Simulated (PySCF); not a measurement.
Compound: 2,2,4-trimethylpentan-1-ol, C8H18O.
SMILES with atom numbers: `[CH3:1][CH:2]([CH3:3])[CH2:4][C:5]([CH3:6])([CH3:7])[CH2:8][OH:9]` (hydrogens: H10, H11, H12 on C1; H13 on C2; H14, H15, H16 on C3; H17, H18 on C4; H19, H20, H21 on C6; H22, H23, H24 on C7; H25, H26 on C8; H27 on O9)

Computed geometry: GFN2-xTB, gas phase.

**Question.** What internal coordinates does the optimisation give?

**Answer.** 
```
                   bond  length (pm)
           C1–C2, C2–C3        152.8
                  C2–C4        154.1
                  C4–C5        154.0
           C5–C6, C5–C7        153.3
                  C5–C8        154.2
                  C8–O9        140.7
C1–H10 and 5 like bonds        108.8
                 C2–H13        109.3
         C4–H17, C4–H18        109.2
C6–H19 and 5 like bonds        108.8
         C8–H25, C8–H26        109.6
                 O9–H27         96.3
```

Bonds in one row agree within 1 pm and their mean is given. A selection of angles:
```
     angle  degrees
 C2–C1–H10    110.3
 C2–C1–H11    110.9
H10–C1–H11    108.5
H10–C1–H12    108.3
  C1–C2–C3    109.4
  C1–C2–C4    110.6
 C1–C2–H13    107.7
 C4–C2–H13    109.6
  C2–C4–C5    116.9
 C2–C4–H17    108.9
 C5–C4–H17    106.8
H17–C4–H18    106.9
  C4–C5–C6    108.2
  C4–C5–C7    110.8
  C4–C5–C8    110.5
  C6–C5–C7    108.7
  C6–C5–C8    108.5
  C7–C5–C8    110.2
 C5–C6–H19    110.1
 C5–C6–H20    110.7
H19–C6–H20    108.8
H19–C6–H21    108.1
  C5–C8–O9    113.8
 C5–C8–H25    109.9
 O9–C8–H25    109.8
 O9–C8–H26    105.2
H25–C8–H26    108.5
 C8–O9–H27    108.2
```

Dihedral angles: C1–C2–C4–C5 133° (anticlinal); C2–C4–C5–C6 179° (antiperiplanar); C4–C5–C8–O9 176° (antiperiplanar); H27–O9–C8–C5 61° (synclinal). The mirror-image conformer, all signs reversed, is as good.

Of the pairs four or more bonds apart, C7···H27 is among the closest relative to their van der Waals radii: 2.62 Å, 90 % of the sum of Bondi's values. O9 (alcohol oxygen) is bent (angle 108.2°).

Point group: C1 (no symmetry element, even within 0.4 Å). GFN2-xTB frequencies: not computed here. The numbers are those of one conformer (C1–C2–C4–C5 133°, C2–C4–C5–C6 179°, C4–C5–C8–O9 176°, C5–C8–O9–H 61°).
